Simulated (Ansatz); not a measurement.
Input for Ansatz (a program for electronic structure): R-CCSD(T)/cc-pVDZ on BrFGe (SMILES [F][Ge][Br]), a point of a bond scan (R = 1.762 Å). The run froze 29 orbitals, filled d shells among them.

Ansatz 0.2 input:
```yaml
crystal:
  periodic: [false, false, false]
  atoms:
    - {symbol: Ge, position_ang: [0.54012837, -0.45604254, 0.81246222]}
    - {symbol: F, position_ang: [1.49051706, -1.32798058, -0.38782963]}
    - {symbol: Br, position_ang: [-0.87710746, 0.75843391, -0.64309499]}
basis:
  gaussian:
    orbitals: cc-pVDZ
    pivot_positions_ang: [[0.54012837, -0.45604254, 0.81246222], [1.49051706, -1.32798058, -0.38782963], [-0.87710746, 0.75843391, -0.64309499]]
magnetization: {spin_polarized: false}
correlation: {method: ccsd_t, electrons: outside_noble_gas}
scf: {lower_state_search: off}
output: {orbitals: {seedname: ./end}}
```

It printed:

```
WARN ansatz: RAYON_NUM_THREADS=1 ignored (pool sized by the plan → 1); use --threads N
Functional definition: HF
these checks for a lower state are left out or cut short: stability, starts, cluster_reference, orbital_swaps, neighbouring_geometries, increment
integrals: 0.05 GiB planned
817 factors; integrals over basis functions are off by at most 5.0e-4 eV
mean field: 0.25 GiB planned
mean field evaluation 1: about -129177.0799 eV, gradient 2.9e1 eV
mean field evaluation 2: about -129177.0978 eV, gradient 2.9e1 eV
mean field evaluation 4: about -129179.0231 eV, gradient 1.7e0 eV
mean field evaluation 8: about -129179.0474 eV, gradient 6.3e-4 eV
mean field -129179.04743547 eV, -4747.2424325503 hartree, gradient 6.5e-7 eV, S^2 0.000000; 0 other end points of the search recorded, 0 dependent functions left out
29 core orbitals not correlated
reference -129179.04743547 eV, -4747.2424325503 hartree; 9, 9 occupied and 30, 30 virtual orbitals, 817 factors
second order -10.21633194 eV of doubles, -0.00000000 eV of singles
coupled cluster: 0.09 GiB planned
cycle   1  -10.39494169 eV  change   -1.8e-1 eV  update   9.9e-2
cycle   2  -10.66382036 eV  change   -2.7e-1 eV  update   3.4e-2
cycle   3  -10.75060745 eV  change   -8.7e-2 eV  update   2.1e-2
cycle   4  -10.74813771 eV  change    2.5e-3 eV  update   5.3e-3
cycle   5  -10.74342444 eV  change    4.7e-3 eV  update   2.4e-3
cycle   6  -10.74408407 eV  change   -6.6e-4 eV  update   7.7e-4
cycle   7  -10.74393221 eV  change    1.5e-4 eV  update   2.5e-4
cycle   8  -10.74385826 eV  change    7.4e-5 eV  update   8.1e-5
cycle   9  -10.74389189 eV  change   -3.4e-5 eV  update   2.9e-5
cycle  10  -10.74389326 eV  change   -1.4e-6 eV  update   9.3e-6
perturbative correction -0.25117209 eV, -0.0092304039 hartree
Total energy: -129190.04250081 eV, -4747.6464937490 hartree
Checks for a lower state left out: stability, starts, cluster_reference, orbital_swaps, neighbouring_geometries, increment
```

Self-consistency was reached.

Cost: about 2.8 core-seconds (a rough figure).
